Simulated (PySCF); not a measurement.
Run record: excited-state job, `CCC/C(=N\[H])C=C`.

Method: TDDFT CAM-B3LYP/def2-SVPD, vertical, gas phase, core orbitals frozen in the response (PySCF 2.14.0, density-fitted response routines). Geometry: GFN2-xTB. A driver script takes a list of jobs; this job's settings line and coordinates (Å) are shown.

Command:
```bash
OMP_NUM_THREADS=1 python probes_run.py task.json out
```

Input:
```
{"job": {"kind": "uv", "xc": "CAM-B3LYP", "basis": "def2-SVPD", "nstates": 8, "ntriplets": 3}, "charge": 0, "multiplicity": 1}
C     -2.109157    -1.144983    -0.718991
C     -1.943136    -0.082523     0.057608
C     -0.826249     0.862504     0.012899
N     -0.953063     1.898867     0.729903
C      0.375202     0.543603    -0.842605
C      1.219851    -0.582910    -0.232107
C      1.838218    -0.173109     1.098778
H     -2.973473    -1.779486    -0.616392
H     -1.409249    -1.427098    -1.487742
H     -2.685650     0.173796     0.800718
H     -0.171031     2.550066     0.687681
H      0.994329     1.440592    -0.938930
H      0.043935     0.254127    -1.841803
H      2.014103    -0.846611    -0.934941
H      0.595595    -1.465534    -0.081541
H      2.413594    -0.995705     1.517562
H      2.504083     0.677850     0.967298
H      1.063340     0.102874     1.810947
```

Output:
```
coarse grid: 14400 points
cycle   1  E = -289.5041346630  dE =  8.637e-01  |g| = 4.448e-01  |ddm| = 7.929e+00
cycle   2  E = -289.4958380743  dE =  8.297e-03  |g| = 5.349e-01  |ddm| = 3.113e+00
cycle   3  E = -289.5559742896  dE = -6.014e-02  |g| = 8.065e-02  |ddm| = 2.040e+00
cycle   4  E = -289.5573716616  dE = -1.397e-03  |g| = 3.528e-02  |ddm| = 2.282e-01
cycle   5  E = -289.5576870251  dE = -3.154e-04  |g| = 4.561e-03  |ddm| = 1.048e-01
cycle   6  E = -289.5576932072  dE = -6.182e-06  |g| = 1.690e-03  |ddm| = 1.711e-02
final grid: 137336 points
cycle   7  E = -289.6150347726  dE = -4.943e-05  |g| = 4.090e-03  |ddm| = 1.372e-01
cycle   8  E = -289.6150360641  dE = -1.292e-06  |g| = 3.571e-03  |ddm| = 2.398e-02
cycle   9  E = -289.6150392862  dE = -3.222e-06  |g| = 2.370e-04  |ddm| = 7.298e-03
cycle  10  E = -289.6150392985  dE = -1.234e-08  |g| = 1.482e-04  |ddm| = 1.431e-03
cycle  11  E = -289.6150393042  dE = -5.677e-09  |g| = 4.772e-05  |ddm| = 3.886e-04
cycle  12  E = -289.6150393047  dE = -5.343e-10  |g| = 1.280e-05  |ddm| = 2.173e-04
converged SCF energy = -289.6150393047

Static polarisability (au): isotropic 80.262, principal 64.448 78.457 97.883

Singlet excitations
state   eV       nm        f      main configurations
  1   4.6789    265.0   0.00035   H->L 0.89
  2   6.2634    198.0   0.42616   H-1->L 0.90
  3   7.2721    170.5   0.00795   H-3->L 0.46, H-5->L 0.30
  4   7.3211    169.4   0.03165   H->L+1 0.45, H->L+2 0.20, H->L+4 0.14
  5   7.5173    164.9   0.02366   H-1->L+1 0.67, H-1->L+2 0.11
  6   7.6569    161.9   0.05000   H-2->L 0.85
  7   7.8068    158.8   0.00688   H->L+3 0.27, H->L+8 0.15, H->L+6 0.11
  8   8.0079    154.8   0.03461   H-1->L+3 0.49, H-1->L+1 0.14, H-1->L+2 0.14

Triplet excitations (Tamm-Dancoff, eV): 3.6366 4.0133 5.3644
```

The SCF starts on a coarse grid where the log names one; the energy can jump when the final grid takes over, and dE then counts from the start density on the new grid. H and L stand for HOMO and LUMO; the number after each pair is its weight.

Problem. Which computed singlet has the largest oscillator strength, and what do all of them sum to?

Solution. State 2 at 6.26 eV (198 nm), f = 0.426; the 8 states sum to 0.581.

Problem. How does the lowest singlet excitation compare with the HOMO–LUMO gap?

Solution. HOMO -8.80 eV and LUMO -0.05 eV give a gap of 8.75 eV; S1 at 4.68 eV lies 4.07 eV below it.

In short: HOMO -8.80 eV, LUMO -0.05 eV; lowest singlet 4.68 eV; lowest triplet 3.64 eV (Tamm–Dancoff); mean polarisability 80.3 au.

Hardware: one thread, Intel Xeon Platinum 8259CL at 2.50 GHz (x86_64), no GPU, shared host with 48 logical CPUs at a one-minute load of 35. Cost: 74 s wall (with the writing of density and orbital grids), 1.1 GiB resident at most.

One conformer stands for the species.
Labels such as C1 count atoms from 1, the log's own numbers from 0.
